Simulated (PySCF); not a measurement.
Problem. What does the PBE0-D3(BJ)/def2-SVP structure of `O=C(O)/C=C/Br` look like in three dimensions?

Solution. 
Z-matrix in Å and degrees, rows numbered from 1:
```
O 
C   1  1.2055
O   2  1.3390  1  123.06
C   2  1.4798  1  125.53  3  -179.93
C   4  1.3354  2  118.57  1     0.84
Br  5  1.8607  4  123.96  2  -179.89
H   3  0.9696  2  106.47  1     0.20
H   4  1.0916  2  118.57  1  -179.02
H   5  1.0934  4  121.07  2     0.13
```

O3 (acid hydroxyl oxygen) is bent (angle 106.5°). The C–C distances run from 1.335 Å (C4=C5, drawn double) to 1.480 Å (C2–C4, drawn single), a spread of 0.145 Å. The C–O distances run from 1.205 Å (O1=C2, drawn double) to 1.339 Å (C2–O3, drawn single), a spread of 0.134 Å. The 6 heavy atoms lie in one plane (0.004 Å rms).

Level of theory: PBE0-D3(BJ)/def2-SVP geometry optimisation, gas phase (PySCF).

Point group: Cs (every atom within 0.08 Å of its image). No PBE0-D3(BJ)/def2-SVP frequencies stand behind this structure, so it isn't proved a minimum. The numbers are those of one conformer (O1–C2–O3–H 0°, O1–C2–C4–C5 1°).

The run took 63 s wall, 56 s CPU on x86-64 server, one thread, no GPU (shared host). These figures are those of the optimisation.
